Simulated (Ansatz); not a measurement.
Reaction (SMILES): [GeH3] (GeH3) → [GeH3-] (an electron is taken up)
B3LYP-D3(BJ)/def2-TZVP geometries, fixed; electronic energies without zero-point terms; positive where energy is released.
Largest species:
```xyz
4

Ge    -0.0167    -0.0237    -0.0294
H      0.5517    -0.9452     1.0702
H     -1.1244     0.8871     0.5402
H      1.1063     0.8180    -0.6708
```
Charge 0, spin multiplicity 2.

Energies in hartree at MP2 with Ansatz (a first-principles code); the adiabatic electron affinity is their sum with the coefficients shown, times 27.2114 eV a hartree. All functions are spherical. Cores are frozen (with 3d on Ga to Br). Open shells are unrestricted. No added dispersion term, no relativity.

```
species        coefficient          part  aug-cc-pVDZ  aug-cc-pVTZ  aug-cc-pVQZ
-------------  -----------  ------------  -----------  -----------  -----------
[GeH3] (GeH3)           +1  Hartree-Fock  -2077.03536  -2077.10847  -2077.11212
[GeH3] (GeH3)           +1   correlation     -0.09521     -0.11459     -0.12091
[GeH3-]                 -1  Hartree-Fock  -2077.05057  -2077.12297  -2077.12648
[GeH3-]                 -1   correlation     -0.12555     -0.14930     -0.15701
```

Predict the adiabatic electron affinity in aug-cc-pV5Z (X = 5): let each Hartree-Fock step shrink by the ratio of the last two, and fit each correlation energy at X = 3 and 4 to E + A/X^3. Compare with the run.


- [GeH3] (GeH3): steps -0.07311 and -0.00365, ratio 0.050, so Hartree-Fock -2077.11230 (run: -2077.11254); A = (-0.11459 - (-0.12091))/(1/27 - 1/64) = 0.2952, correlation -0.12091 - A/64 + A/125 = -0.12316 (run: -0.12351).
- [GeH3-]: steps -0.07240 and -0.00351, ratio 0.048, so Hartree-Fock -2077.12665 (run: -2077.12691); A = (-0.14930 - (-0.15701))/(1/27 - 1/64) = 0.3601, correlation -0.15701 - A/64 + A/125 = -0.15976 (run: -0.16024).
Predicted 1.386 eV; the run in aug-cc-pV5Z gives 1.391, a miss of -0.004. Keeping the value in aug-cc-pVQZ, 1.373, would miss by -0.017. All sums are of the energies as printed.
